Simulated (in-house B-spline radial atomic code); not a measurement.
CAM-B3LYP excitations of Xe VII (Xe6+)

Method: CAM-B3LYP. Computed with a B-spline radial code for spherical atoms: linear response of the closed shell [Kr] 4d10 5s2 with the functional's adiabatic kernel; scalar-relativistic (spin-free one-electron X2C), finite nucleus, no spin-orbit coupling, no double excitations, S, P, D and F terms only; shells from n = 3 respond. Only terms of natural parity with L up to 3 were computed.

Command:
```bash
python run_td.py task.json out
```
Settings (radii: box in bohr, nucleus in fm):
```
Z                        54
electrons                48
configuration            [Kr] 4d10 5s2
hamiltonian              x2c
method                   camb3lyp
box_radius               14.35
rms_radius               4.7859
intervals                70
```

Cost of the run: 4.7 s on 1 thread of Arm Neoverse N1, with other jobs on the host.

The lowest states, in the order of their Tamm-Dancoff energies; the method's threshold (minus the highest occupied level) is 89.18 eV. Labels give the largest channel, * marks a mixed state, and oscillator strengths are full-response dipole values. Semilocal kernels can invert the small singlet-triplet splittings of Rydberg terms. Energies in eV:

```
     state  full response  Tamm-Dancoff  oscillator strength
5s → 5p 3P         13.294        13.423                    -
5s → 5p 1P         17.828        18.457                 1.57
5s → 4f 3F          32.92         32.96                    -
5s → 4f 1F              ?             ?                    -
5s → 5d 3D              ?             ?                    -
5s → 5d 1D          36.91         36.95                    -
5s → 6s 3S          43.47         43.47                    -
5s → 6s 1S          44.50         44.55                    -
5s → 6p 3P          49.44         49.45                    -
5s → 6p 1P          49.85         49.88                 0.11
```

(1) Where does 5s → 4f 1F lie?

(2) Where does 5s → 5d 3D lie?

(3) How large is the singlet-triplet splitting of 5s → 5p (P terms) in Tamm-Dancoff?

(4) What polarisabilities and dispersion coefficient does the method give?

Answers

(1) At 34.11 eV in full response, 34.12 eV in Tamm-Dancoff.

(2) At 35.23 eV in full response, 35.25 eV in Tamm-Dancoff.

(3) 5.03 eV, from the unrounded values.

(4) Dipole 4.657 bohr³, quadrupole 7.389 bohr⁵, C6 15.29 hartree·bohr⁶ for two such species.
